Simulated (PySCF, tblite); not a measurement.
Isomers of C5H11Cl2FSi. All values are computed: GFN2-xTB (tblite) harmonic vibrations without scaling, gas phase. Errors from tens to a few hundred cm⁻¹ against measured bands are possible. Modes of hydrogen on silicon can be 10 to 20 % off. One conformer each.

Electronic energies: PBE0/pcSseg-1 single points on the GFN2-xTB geometries (PySCF, gas phase).

```
                          SMILES  electronic energy, lowest = 0 (kcal/mol)
       CC[SiH2][C@](C)(F)C(Cl)Cl                                      69.6
        C[SiH2][C@@](F)(Cl)CCCCl                                      60.5
C[C@@H](CC(Cl)Cl)[C@@H](F)[SiH3]                                      76.3
    C[C@@H](F)[Si@@H](C)CC(Cl)Cl                                      59.4
 C[C@@H](CC(Cl)Cl)[C@H](F)[SiH3]                                      76.6
     C[C@@H](F)[Si@H](C)CC(Cl)Cl                                      60.2
        C[C@@](CF)(CCl)C[SiH2]Cl                                      33.9
        CC[C@](C)(CF)[SiH](Cl)Cl                                       0.0
```

**Question.** How do GFN2-xTB zero-point energies change the relative energies?

**Answer.** 
| SMILES | ZPE (kcal/mol) | of it from modes above 1550 cm⁻¹ | electronic (kcal/mol) | with ZPE, lowest = 0 (kcal/mol) | lowest mode (cm⁻¹) | rings |
| --- | --- | --- | --- | --- | --- | --- |
| CC[C@](C)(CF)[SiH](Cl)Cl | 95.8 | 46.3 | 0.0 | 0.0 | 34 | 0 |
| C[C@@](CF)(CCl)C[SiH2]Cl | 93.6 | 45.0 | 33.9 | 31.7 | 28 | 0 |
| C[C@@H](F)[Si@@H](C)CC(Cl)Cl | 93.0 | 46.3 | 59.4 | 56.6 | 23 | 0 |
| C[C@@H](F)[Si@H](C)CC(Cl)Cl | 93.0 | 46.3 | 60.2 | 57.3 | 27 | 0 |
| C[SiH2][C@@](F)(Cl)CCCCl | 91.9 | 45.1 | 60.5 | 56.6 | 30 | 0 |
| CC[SiH2][C@](C)(F)C(Cl)Cl | 92.1 | 45.3 | 69.6 | 65.9 | 44 | 0 |
| C[C@@H](CC(Cl)Cl)[C@@H](F)[SiH3] | 91.4 | 44.0 | 76.3 | 71.8 | 29 | 0 |
| C[C@@H](CC(Cl)Cl)[C@H](F)[SiH3] | 91.3 | 44.0 | 76.6 | 72.1 | 26 | 0 |

The zero-point energies span 4.5 kcal/mol, from `C[C@@H](CC(Cl)Cl)[C@H](F)[SiH3]` to `CC[C@](C)(CF)[SiH](Cl)Cl`. The lowest isomer stays, but the order above it changes.

**Question.** And how do the electronic energies of GFN2-xTB itself compare?

**Answer.** `CC[C@](C)(CF)[SiH](Cl)Cl` 0.0; `C[C@@](CF)(CCl)C[SiH2]Cl` 23.8; `C[C@@H](F)[Si@@H](C)CC(Cl)Cl` 67.9; `C[C@@H](F)[Si@H](C)CC(Cl)Cl` 68.1; `C[SiH2][C@@](F)(Cl)CCCCl` 59.5; `CC[SiH2][C@](C)(F)C(Cl)Cl` 62.8; `C[C@@H](CC(Cl)Cl)[C@@H](F)[SiH3]` 57.5; `C[C@@H](CC(Cl)Cl)[C@H](F)[SiH3]` 57.0 kcal/mol, lowest = 0. Against the energies above, taken from the same isomer `CC[C@](C)(CF)[SiH](Cl)Cl`, the largest difference is 19.6 kcal/mol.

**Question.** What do entropy and thermal enthalpy add at 298.15 K and 1 bar (rigid rotor, harmonic oscillator, one conformer each)?

**Answer.** 
```csv
SMILES,point group,symmetry number,S (cal/(mol K)),H − H(0) (kcal/mol),ZPE + H − H(0) − TS (kcal/mol)
CC[C@](C)(CF)[SiH](Cl)Cl,C1,1,112.3,8.43,70.8
C[C@@](CF)(CCl)C[SiH2]Cl,C1,1,111.3,8.17,68.6
C[C@@H](F)[Si@H](C)CC(Cl)Cl,C1,1,117.5,8.83,66.8
C[SiH2][C@@](F)(Cl)CCCCl,C1,1,115.9,8.64,66.0
CC[SiH2][C@](C)(F)C(Cl)Cl,C1,1,113.7,8.65,66.9
C[C@@H](CC(Cl)Cl)[C@@H](F)[SiH3],C1,1,112.3,8.32,66.2
C[C@@H](CC(Cl)Cl)[C@H](F)[SiH3],C1,1,112.7,8.33,66.1
```

Not tabulated: `C[C@@H](F)[Si@@H](C)CC(Cl)Cl` (lowest mode only 23 cm⁻¹).
